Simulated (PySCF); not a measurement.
Vertical excitation energies

C₇H₁₂.
Cartesian coordinates in Å at the PBE0-D3(BJ)/def2-SVP level; atoms count from 1:
```
atom  x, y, z in Å
C1    -1.9712    1.4081    1.3005
C2    -1.3744    0.5025    0.7598
C3    -0.6556   -0.5803    0.0871
C4    -1.4165   -1.0516   -1.1552
C5     0.8158   -0.1991   -0.2093
C6     1.5876    0.0437    1.0817
C7     0.9380    0.9885   -1.1561
H8    -2.5066    2.2017    1.7869
H9    -0.6204   -1.4273    0.7968
H10   -1.5482   -0.2341   -1.8782
H11   -0.8683   -1.8678   -1.6504
H12   -2.4158   -1.4208   -0.8844
H13    1.2521   -1.0841   -0.7072
H14    1.1703    0.9032    1.6299
H15    2.6468    0.2576    0.8726
H16    1.5451   -0.8320    1.7481
H17    0.4648    1.8835   -0.7219
H18    0.4642    0.7938   -2.1295
H19    1.9962    1.2244   -1.3453
```

Level of theory: PySCF, TDDFT B3LYP/def2-SVPD, vertical, gas phase, core orbitals frozen in the response.

Question: List the vertical singlet excitations with oscillator strengths and describe the spectrum.

Answer: 

| state | E (eV) | ν̃ (cm⁻¹) | f | \|μ\| (D) | main configurations (H = HOMO, L = LUMO) |
| --- | --- | --- | --- | --- | --- |
| S1 | 6.49 | 52350 | 0.0011 | 0.21 | H-1→L (40%), H→L+1 (17%), H-1→L+1 (14%) |
| S2 | 6.64 | 53580 | 0.0046 | 0.43 | H→L (36%), H-1→L+2 (17%), H→L+1 (16%) |
| S3 | 6.66 | 53740 | 0.0045 | 0.42 | H→L+1 (29%), H→L+2 (28%), H-1→L (13%) |
| S4 | 7.10 | 57260 | 0.030 | 1.05 | H→L (46%), H→L+2 (24%), H→L+1 (11%) |
| S5 | 7.18 | 57940 | 0.022 | 0.91 | H-1→L (35%), H-1→L+2 (34%), H-1→L+1 (20%) |
| S6 | 7.68 | 61920 | 0.047 | 1.26 | H→L+3 (36%), H→L+4 (24%), H→L+5 (15%) |

The lowest singlet lies at 6.49 eV (191 nm, vacuum ultraviolet) and is very weak; its leading configuration is HOMO-1→LUMO (40%). The most intense listed level is S6 at 7.68 eV (162 nm, f = 0.047), 1.19 eV above S1. It is the last of those listed, so stronger ones may follow. Löwdin shares by element: HOMO carbon 85% or more, hydrogen 4% or more; LUMO carbon 28% or more, hydrogen 10% or more (atoms not listed hold the other 61%). Orbital energies (eV): HOMO-3 -9.18, HOMO-2 -9.06, HOMO-1 -7.44, HOMO -7.39, LUMO 0.31, LUMO+1 0.82, LUMO+2 0.88. The oscillator strengths of these states sum to 0.109; summed over the whole spectrum of an exact calculation they would give the number of electrons, 54 (Thomas–Reiche–Kuhn). Of the 6 states listed, 3 reach f = 0.01 and none stays under 0.0005. Only the lowest 6 singlets were computed, as vertical energies without vibronic structure.

One conformer stands for the species.
